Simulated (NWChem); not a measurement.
# C$_{2}$H$_{7}$FSi$_{2}$; SMILES F[C@H]1C[SiH2][SiH2]1

```xyz
12

F      0.5394     1.5833     0.9575
C      0.2600     1.1074    -0.3418
C      1.2594    -0.0239    -0.6618
Si     0.4179    -1.4420     0.3490
Si    -1.3532     0.0222    -0.1586
H      0.3029     1.9757    -1.0356
H      1.1960    -0.2821    -1.7415
H      2.3106     0.2555    -0.4387
H      0.8368    -1.4950     1.7910
H      0.5102    -2.8238    -0.2407
H     -1.9836    -0.2796    -1.4950
H     -2.3939     0.5377     0.7952
```
Atoms are numbered in this order, from 1.

All runs: NWChem. Pople sets run with spherical d functions. STO-3G and 3-21G are far too small for this property and stand as cheap habits. The geometry was optimised at PBE-D3(BJ)/def2-SVP. Field at 589 nm.

| level | isotropic polarisability (bohr³) | anisotropy (bohr³) |
|---|---|---|
| B3LYP/STO-3G | 38.0 | 10.3 |
| B3LYP/6-31G* | 72.5 | 22.7 |
| B3LYP/def2-SVP | 76.1 | 19.2 |
| B3LYP/def2-SVPD | 86.4 | 20.1 |
| B3LYP/aug-cc-pVDZ | (withheld) | (withheld) |

### Question
What belongs in the gaps?

### Answer

- B3LYP/aug-cc-pVDZ, isotropic polarisability (bohr³): 88.4
- B3LYP/aug-cc-pVDZ, anisotropy (bohr³): 20.7
